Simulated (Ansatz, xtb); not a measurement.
# CBLiN: which of two structures lies lower

We compare I, a doublet given by its coordinates, with II, `[Li][B]C#N`, a doublet. Both are isolated molecules in the gas phase, relaxed with PBE0-D4/def2-TZVP.

I (Å):

```yaml
atoms:
  - { symbol: C, position_ang: [-2.6499, 0.4081, -2.4404] }
  - { symbol: B, position_ang: [-1.2912, -0.2021, -2.4447] }
  - { symbol: Li, position_ang: [-3.3090, 1.4988, -1.0210] }
  - { symbol: N, position_ang: [-1.7606, 0.5888, -1.4083] }
```

Close contacts (Å): C1–B2 1.49, C1–Li3 1.91, C1–N4 1.37, B2–N4 1.39, Li3–N4 1.84.

II (Å):

```xyz
4

C     0.0000    0.0000   -0.9692
B     0.0000    0.0000    0.5168
Li    0.0000    0.0000    2.5903
N     0.0000    0.0000   -2.1379
```

Quicker runs give these differences E(II) − E(I): GFN2-xTB −6.0 kcal/mol; HF/STO-3G +0.4 kcal/mol (at GFN2-xTB geometries); r2SCAN-D4/def2-SVP −3.3 kcal/mol (at GFN2-xTB geometries).

Problem. Which of the two would you expect CCSD(T)/def2-TZVPP electronic energies to favour?

Solution. Structure II; the calculation gives E(II) − E(I) = −12.3 kcal/mol.

How the difference moves with the method:

```csv
level,geometry,E(II) − E(I) (kcal/mol),departure from the last row (kcal/mol),"job, with rough time for the two"
GFN2-xTB,GFN2-xTB,−6.0,+6.3,"optimisation, 0.14 s"
HF/STO-3G,GFN2-xTB,+0.4,+12.7,"single point, 1.1 s"
r2SCAN-D4/def2-SVP,GFN2-xTB,−3.3,+9.0,"single point, 7.3 s"
PBE0-D4/def2-TZVP,PBE0-D4/def2-TZVP,−7.5,+4.8,"optimisation, 3.9 min"
HF/def2-TZVPP,PBE0-D4/def2-TZVP,−14.0,−1.7,part of the CCSD(T) run
MP2/def2-TZVPP,PBE0-D4/def2-TZVP,−1.9,+10.3,part of the CCSD(T) run
CCSD(T)/def2-TZVPP,PBE0-D4/def2-TZVP,−12.3,,"single point, 25 s"
```

HF/STO-3G finds them nearly level. The largest departure from CCSD(T)/def2-TZVPP is that of HF/STO-3G, 12.7 kcal/mol.

With harmonic frequencies from PBE0-D4/def2-TZVP (ideal gas, rigid rotor, one conformer each, 298.15 K, 1 atm): on the last row, ΔE + ΔZPE = −12.7, ΔH = −12.2, ΔG = −12.3 kcal/mol.

Open shells are spin-unrestricted, with notable spin contamination under HF/STO-3G, HF/def2-TZVPP, MP2/def2-TZVPP, CCSD(T)/def2-TZVPP. The correlated steps freeze 3 core orbitals; the last core shell of Li is correlated, in a basis made for valence electrons. Run with Ansatz 0.2.0, xtb 6.7.1; the last row on 2 threads of Arm Neoverse V1 on a shared host.
